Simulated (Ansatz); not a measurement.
System: C4H3OSe (charge 0, doublet). It need not be the lowest isomer of its formula. SMILES: [O]c1cc[se]c1
Coordinates optimised at B3LYP-D3(BJ)/def2-TZVP (Ansatz, a program for electronic structure):
```xyz
9

O     -1.3521    -2.3272    -0.7012
C     -0.6371    -1.3517    -0.4395
C      0.8119    -1.2682    -0.7194
C      1.4060    -0.1282    -0.3611
Se     0.1897     1.1154     0.4359
C     -1.1223    -0.1461     0.1819
H      1.3212    -2.0997    -1.1861
H      2.4427     0.1479    -0.4687
H     -2.1480     0.0123     0.4731
```
Charge 0, spin multiplicity 2.

Property: atomisation energy (electronic, to ground-state atoms), in eV. Cores are frozen in the correlated levels unless marked. UHF or UKS for open shells. Spin-orbit coupling is left out. Frozen are the shells of the preceding noble gas and the d and f shells that filled before the atom's block. No relativistic terms. The coupled-cluster limit lacks core correlation, which all-electron functionals hold. CBS(X,Y): correlation extrapolated as X^-3; Hartree-Fock from the larger set. [CCSD(T)-MP2]/basis is that difference in the basis named.

```
level                                                     program  atomisation energy (eV)  minus last row
-------------------------------------------------  --------------  -----------------------  --------------
HF/STO-3G                                                  Ansatz                    32.73           -8.39
HF/cc-pVDZ                                                 Ansatz                    28.00          -13.12
revPBE-D4/def2-TZVPD                               Ansatz + dftd4                    42.31            1.19
revPBE/def2-TZVPD                                          Ansatz                    41.48            0.36
PBE0/STO-3G                                                Ansatz                    46.96            5.84
r2SCANh-D4/def2-TZVPD                              Ansatz + dftd4                    41.52            0.40
HSE06/def2-TZVPD                                           Ansatz                    42.03            0.91
CAM-B3LYP/def2-TZVPD                                       Ansatz                    41.16            0.04
LC-wPBE-D3(BJ)/def2-TZVPD                          Ansatz + dftd3                    41.66            0.54
B2GP-PLYP-D3(BJ)/def2-TZVPD                        Ansatz + dftd3                    40.89           -0.23
B2PLYP/def2-TZVPD                                          Ansatz                    40.87           -0.25
MP2/6-31G                                                  Ansatz                    34.40           -6.72
RI-MP2/CBS(cc-pVTZ,cc-pVQZ)                                Ansatz                    41.86            0.74
SCS-MP2/6-31G*                                             Ansatz                    37.43           -3.69
CCSD/6-31G                                                 Ansatz                    34.28           -6.84
CCSD/CBS(cc-pVTZ,cc-pVQZ)                                  Ansatz                    39.97           -1.15
CCSD(T)/cc-pVTZ                                            Ansatz                    39.85           -1.27
RI-MP2/CBS(cc-pVTZ,cc-pVQZ)+[CCSD(T)-MP2]/cc-pVDZ          Ansatz                    41.15            0.03
RI-MP2/CBS(cc-pVTZ,cc-pVQZ)+[CCSD(T)-MP2]/cc-pVTZ          Ansatz                    41.10           -0.02
RI-MP2/CBS(cc-pVTZ,cc-pVQZ)+[CCSD(T)-MP2]/cc-pVQZ          Ansatz                    41.11           -0.01
CCSD(T)/CBS(cc-pVTZ,cc-pVQZ)                               Ansatz                    41.12            0.00
```

The UHF reference is spin-contaminated (<S^2> 0.32 over the pure value in the largest basis).
